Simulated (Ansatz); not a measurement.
W2O6⁺ was relaxed with PBE-D4 (def2-SVP) in Ansatz in these states: charge +1 doublet, charge +1 quartet. The geometries follow in no particular order.

In the def2 sets W takes a core potential; there is no spin–orbit coupling.

A:

```csv
atom,x (Å),y (Å),z (Å)
W1,-1.2785,0.4835,-0.5087
W2,1.2785,-0.4835,0.5087
O3,2.6681,0.4994,0.8406
O4,-0.4055,0.1735,1.1840
O5,1.6563,-2.1348,0.8800
O6,-1.6563,2.1348,-0.8799
O7,0.4055,-0.1735,-1.1840
O8,-2.6681,-0.4994,-0.8406
```

B:

```xyz
8

W     0.522   -0.524    1.241
W    -0.522    0.524   -1.241
O     0.132    0.203   -2.855
O    -0.776   -1.033   -0.109
O    -1.923    1.594   -1.403
O     1.923   -1.594    1.403
O     0.776    1.033    0.109
O    -0.131   -0.203    2.855
```

Judge from the bond lengths which geometry belongs to which state (an estimate).

A is the charge +1 doublet (W1–O6 1.734 Å, W2–O5 1.734 Å, W2–O3 1.734 Å); B is the charge +1 quartet (W1–O6 1.771 Å, W2–O5 1.771 Å, W2–O3 1.771 Å).

At PBE-D4/def2-SVP the gap within one spin of the charge 1 doublet nearly closes, so an electron or hole may be smeared out by delocalisation error. At PBE0-D4/def2-TZVP a doublet lies 2.05 eV below the charge +1 quartet. These are the stationary points nearest to one start from a short search; other shapes may lie lower in each state.
